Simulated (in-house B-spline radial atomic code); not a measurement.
# RPA and G0W0 on B3LYP (VWN-RPA): the tin ion Sn²⁺

Configuration [Kr] 4d10 5s2, mean-field start B3LYP (VWN-RPA). Computed with an all-electron radial atomic-structure program (B-spline basis): all electrons, scalar-relativistic (spin-free one-electron X2C), finite nucleus, each spin shell either full or empty, empty states to l = 9 with an (l + 1/2)⁻⁴ tail; G0W0 by contour deformation at full frequency.

Command:
```bash
python run_gw.py task.json out
```
Settings (radii: box in bohr, nucleus in fm):
```
Z                        50
electrons                48
configuration            [Kr] 4d10 5s2
hamiltonian              x2c
method                   b3lyp
lmax                     9
rms_radius               4.6519
spin_polarised           False
box_radius               17.55
intervals                69
ion_configuration        [Kr] 4d10 5s1
```

Run time, properties included: 12 s on 1 thread of Arm Neoverse N1 (shared host).

Energies (hartree):

| term | value |
| --- | --- |
| mean-field total | -6175.84274 |
| Hartree-Fock functional on these orbitals | -6173.05167 |
| direct second order | -4.302 |
| second-order exchange | 1.1852 |
| SOSEX correction | 1.0959 |

Question: What is the RPA correlation energy, and what remains with SOSEX?

Answer: RPA gives -3.753 hartree (-2.13 eV per electron); RPA + SOSEX gives -2.6571, and the second-order doubles -3.1168 hartree (no singles). SOSEX takes back 29 % of the RPA value.

Quasi-particle levels (eV):

```json
{"level": "5s", "occupied": "yes", "mean field": "-27.026", "Σx - vxc": "-1.78", "Σc": "?", "QP weight": "?", "G0W0": "?"}
{"level": "4d", "occupied": "yes", "mean field": "-45.38", "Σx - vxc": "-7.45", "Σc": "1.18", "QP weight": "0.875", "G0W0": "-51.65"}
{"level": "5p", "occupied": "no", "mean field": "-17.263", "Σx - vxc": "4.05", "Σc": "-1.36", "QP weight": "0.950", "G0W0": "-14.573"}
```

G0W0 = mean field + (Σx - vxc) + Σc, with Σc (partial-wave tail included) taken at the quasi-particle energy. Only the outer levels were computed. Levels of low weight are left out.

Question: Where does G0W0 put 5s?

Answer: At -30.89 eV, with Σc = -2.08 eV and a quasi-particle weight of 0.947. The tabulated removal energy is 30.506 ± 0.003 eV (NIST, measured); the calculation leaves out spin-orbit coupling, Breit and QED terms, and what these don't explain is the method's own error.

Question: What does it cost to remove one electron (to [Kr] 4d10 5s1) by differences of total energies, each species on its own start (correlation terms add to the Hartree-Fock functional)?

Answer: B3LYP (VWN-RPA) 30.75 eV, Hartree-Fock functional 28.493 eV, + RPA 30.83 eV, + RPA + SOSEX 30.30 eV, + second order 31.67 eV. Tabulated: 30.506 ± 0.003 eV (NIST, measured); the calculation leaves out spin-orbit coupling, Breit and QED terms, and what these don't explain is the method's own error.
